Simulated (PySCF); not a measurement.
Si(Br)(Me)(OH)(NMe2) (C3H10BrNOSi), SMILES CN(C)[Si](C)(O)Br.

Geometry: PBE0-D3(BJ)/def2-SVP. One conformer was computed; it need not be the lowest.

Level of theory: PBE0-D3(BJ)/def2-SVP run with PySCF 2.14.0.

Frequencies are harmonic and unscaled.

| mode | ν (cm⁻¹) | IR (km/mol) | moving atoms (share of kinetic energy) |
|---|---|---|---|
| 1 | 48 | 0.5 | C 60 %, H 31 % |
| 2 | 76 | 1.4 | C 34 %, H 28 %, Br 23 % |
| 3 | 154 | 0.1 | H 86 %, C 9 % |
| 4 | 164 | 7.1 | C 37 %, H 33 %, O 15 %, Br 8 % |
| 5 | 184 | 7.5 | H 58 %, C 19 %, O 13 % |
| 6 | 201 | 1.6 | H 45 %, C 25 %, O 15 % |
| 7 | 214 | 15.3 | H 68 %, O 15 %, Br 8 % |
| 8 | 221 | 3.5 | H 67 %, O 13 %, Br 13 % |
| 9 | 243 | 46.5 | O 37 %, H 33 %, C 21 % |
| 10 | 273 | 26.4 | H 62 %, O 14 %, C 10 % |
| 11 | 300 | 8.4 | N 42 %, H 29 %, Br 15 % |
| 12 | 358 | 9.9 | H 32 %, C 31 %, Si 15 %, N 10 %, O 10 % |
| 13 | 379 | 12.8 | C 41 %, H 21 %, Si 20 %, N 11 % |
| 14 | 411 | 83.5 | Si 47 %, H 18 %, C 11 %, Br 10 %, N 10 % |
| 15 | 647 | 39.6 | C 42 %, H 25 %, Si 16 %, N 11 % |
| 16 | 747 | 24.7 | H 39 %, C 30 %, Si 20 %, O 10 % |
| 17 | 772 | 54.4 | H 72 %, C 17 % |
| 18 | 804 | 86.3 | H 52 %, C 24 %, Si 23 % |
| 19 | 853 | 311.2 | H 60 %, O 18 %, Si 14 % |
| 20 | 934 | 58.4 | Si 41 %, O 33 %, H 22 % |
| 21 | 1040 | 159.1 | H 43 %, C 34 %, N 18 % |
| 22 | 1092 | 4.0 | H 76 %, C 23 % |
| 23 | 1114 | 0.2 | H 80 %, C 20 % |
| 24 | 1169 | 1.8 | H 69 %, C 20 %, N 11 % |
| 25 | 1266 | 5.9 | H 50 %, C 26 %, N 23 % |
| 26 | 1273 | 118.9 | N 38 %, H 34 %, C 27 % |
| 27 | 1337 | 80.3 | N 43 %, H 34 %, C 21 % |
| 28 | 1422 | 7.5 | H 96 % |
| 29 | 1423 | 1.4 | H 93 % |
| 30 | 1429 | 0.6 | H 88 %, C 11 % |
| 31 | 1453 | 1.2 | H 95 % |
| 32 | 1458 | 6.4 | H 85 %, C 15 % |
| 33 | 1465 | 15.4 | H 96 % |
| 34 | 1478 | 18.9 | H 96 % |
| 35 | 1504 | 10.9 | H 92 % |
| 36 | 2999 | 48.5 | H 97 % |
| 37 | 3004 | 99.2 | H 96 % |
| 38 | 3065 | 0.4 | H 97 % |
| 39 | 3067 | 67.0 | H 91 %, C 9 % |
| 40 | 3077 | 7.6 | H 91 %, C 9 % |
| 41 | 3154 | 14.4 | H 91 %, C 9 % |
| 42 | 3165 | 5.5 | H 91 %, C 9 % |
| 43 | 3173 | 1.0 | H 91 %, C 9 % |
| 44 | 3179 | 0.8 | H 91 %, C 9 % |
| 45 | 3930 | 109.1 | H 94 % |
